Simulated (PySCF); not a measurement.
N-methyleneaniline, C7H7N.
Cartesian coordinates in Å at the GFN2-xTB level; atoms count from 1:
```xyz
15
C7H7N angstrom
C      2.813   -0.381    0.000
N      1.916    0.262    0.596
C      0.573    0.179    0.270
C     -0.075   -1.043    0.089
C     -1.436   -1.079   -0.148
C     -2.164    0.097   -0.221
C     -1.525    1.314   -0.041
C     -0.170    1.360    0.217
H      2.647   -1.017   -0.875
H      3.829   -0.291    0.357
H      0.494   -1.960    0.163
H     -1.929   -2.031   -0.280
H     -3.227    0.064   -0.411
H     -2.090    2.233   -0.094
H      0.339    2.301    0.357
```

Probes without a nucleus sit at each ring's centroid and 1 Å off its mean plane on both sides; NICS is minus the shielding there, NICSzz its component along the normal. Level: GIAO PBE0/pcSseg-1 (PySCF, non-relativistic, gas phase) on the GFN2-xTB geometry, one conformer.

Ring bond lengths (Å), with Mayer bond orders in brackets: C3–C4 1.395 (1.35), C4–C5 1.382 (1.44), C5–C6 1.385 (1.44), C6–C7 1.387 (1.42), C7–C8 1.380 (1.46), C8–C3 1.395 (1.38).

Question: What do the NICS probes read (ppm)?

Answer: 
```json
{"ring": "C3–C4–C5–C6–C7–C8", "type": "6-membered carbocycle; formal bonds all aromatic", "NICS(0)": "-8.6", "NICS(1), two faces": "-10.9 / -10.8", "NICS(1)zz, two faces": "-27.7 / -28.3", "rms pucker (Å)": "0.01", "centre to ring atoms, mean (Å)": "1.39"}
```

Question: What do they say, and how far can they be read as aromaticity?

Answer: 
- C3–C4–C5–C6–C7–C8: mean NICS(1)zz -28.0 ppm, shielded. For a flat ring without four-coordinate atoms the NICS criterion counts such a value as aromatic.

Question: And the bond-length index? HOMA = 1 − mean of α(R − Ropt)² over the ring bonds, with Krygowski's 1993 parameters (CC: Ropt 1.388 Å, α 257.7 Å⁻²).

Answer: 
- C3–C4–C5–C6–C7–C8: HOMA 0.99 = 1 − EN − GEO, with mean bond length 1.387 Å, EN = α(Ropt − mean)² = 0.000 and GEO = α × variance = 0.009. The geometric and the magnetic index point the same way.

On one thread, x86-64 server, no GPU, on a shared host, this took 24 s of wall time. This is the whole shielding run at PBE0/pcSseg-1, SCF included.
